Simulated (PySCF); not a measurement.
C3H3, SMILES [CH][C][CH2+] (connectivity only; charge and spin as stated), charge +1, multiplicity 1. Geometry optimised at B3LYP-D3(BJ)/def2-TZVP.

TDDFT-PBE/def2-SVPD run with PySCF puts the lowest singlet excitations at 2.19, 5.48, 6.59, 7.37, 8.33, 8.61 eV.

Task: What are the lowest excitation roots from ADC(2)/aug-cc-pVDZ (PySCF)? (Estimate from the structure and the level; the computed values follow.)

Result: 2.53, 5.19, 7.74, 8.29, 8.88, 9.20 eV. S1 differs by 0.35 eV (second minus first; roots are paired by order, and the bases may differ).
